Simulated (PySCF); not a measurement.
Pt⁺ (platinum, charge +1) across methods

[Xe] 4f14 5d8 6s1, high-spin 4F determinant (an excited configuration). Calculation: PySCF 2.14, in aug-cc-pwCVDZ-PP with ECP60MDF; a scalar-relativistic core potential.

```
   method  E (hartree)  mean ε 5d α (eV)  mean ε 5d β (eV)  mean ε 6s α (eV)  Σ⟨r²⟩ (bohr²)   ⟨S²⟩
  r2SCAN0    -119.0125           -19.307           -17.544           -15.585          42.17  3.751
CAM-B3LYP    -118.9625           -20.312           -18.861           -16.476          42.57  3.751
      M06    -118.9970           -18.914           -17.327           -14.945          42.43  3.752
    B3LYP    -119.0545           -18.588           -17.161           -15.152          42.58  3.751
     PBE0    -119.0071           -18.985           -17.379           -15.303          42.40  3.751
      UHF   -118.22609           -23.312           -21.237           -16.896          42.47  3.753
      LDA    -118.7966           -17.398           -15.901           -14.830          42.75  3.750
      PBE    -119.0417           -17.259           -15.775           -14.524          42.60  3.750
   r2SCAN    -119.0625           -17.684           -15.968           -14.824          42.22  3.751
```

Energies and moments cover only the electrons outside the core potential. Spin-orbit coupling, absent here, splits the open shell strongly.
